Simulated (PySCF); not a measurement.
Radial density of Co (cobalt, neutral)

UHF, [Ar] 3d7 4s2, high-spin 4F determinant. All numbers are calculated (PySCF 2.14, no relativity, point nucleus, in dyall-av2z (16s12p7d2f, 101 functions)).

```
r (bohr)  4πr²ρ (e/bohr)  4πr²(ρα − ρβ)
 0.00100          0.1600         0.0000
 0.00169          0.4367         0.0000
 0.00284           1.161         0.0000
 0.00477           2.959         0.0000
 0.00803           7.022        -0.0001
  0.0135           14.81        -0.0002
  0.0227           25.63        -0.0005
  0.0382           32.41        -0.0013
  0.0643           27.89        -0.0024
   0.108           27.35         0.0177
   0.182           36.57         0.2219
   0.306           21.07         1.1226
   0.514           16.15         2.7159
   0.865           15.42         2.6726
    1.46           4.055         0.9761
    2.45           1.074         0.1309
    4.12          0.3602        -0.0171
    6.93         0.02765        -0.0057
    11.7       7.620e-05         0.0000
```

**Question.** Where is the radial spin density 4πr²(ρα − ρβ) most negative, and why is it negative at all?

**Answer.** Around r = 4.12 bohr, down to -0.0171 e/bohr: exchange with the open shell polarises the paired shells in an unrestricted calculation.
